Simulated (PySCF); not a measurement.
Si(H)(F)(OH)(NH2) (FH4NOSi), SMILES N[SiH](O)F. Atoms are numbered in the order given.

```xyz
8

Si    -0.0326    -0.1816    -0.2878
N      1.4958    -0.5129     0.3725
O     -0.1287     1.4543    -0.5168
F     -1.2918    -0.5564     0.6841
H     -0.2287    -1.0022    -1.5036
H      1.9465    -1.4151     0.2840
H      1.9311     0.0835     1.0664
H     -1.0079     1.8399    -0.4473
```

Geometry: ωB97X-D3(BJ)/def2-SVP. One conformer was computed; it need not be the lowest.

Level of theory: PBE0/pcSseg-1 in PySCF.

GIAO shieldings, no solvent; atoms listed in one row are averaged. δ = σ(ref) − σ: ²⁹Si against TMS (σ = 352.7 ppm); ¹⁵N against NH3 (σ = 267.4 ppm); ¹⁷O against H2O (σ = 334.2 ppm); ¹⁹F against CFCl3 (σ = 167.2 ppm); ¹H against TMS (σ = 31.56 ppm), references at their B3LYP-D3(BJ)/def2-TZVP geometries, non-relativistic.

| nucleus | atoms | count | δ (ppm) |
|---|---|---|---|
| ²⁹Si | Si1 | 1 | -37.7 |
| ¹⁵N | N2 | 1 | 34.6 |
| ¹⁷O | O3 | 1 | 47.1 |
| ¹⁹F | F4 | 1 | -133.4 |
| ¹H | H5 | 1 | 4.84 |
| ¹H | H8 | 1 | 1.84 |
| ¹H | H7 | 1 | 1.56 |
| ¹H | H6 | 1 | 1.40 |
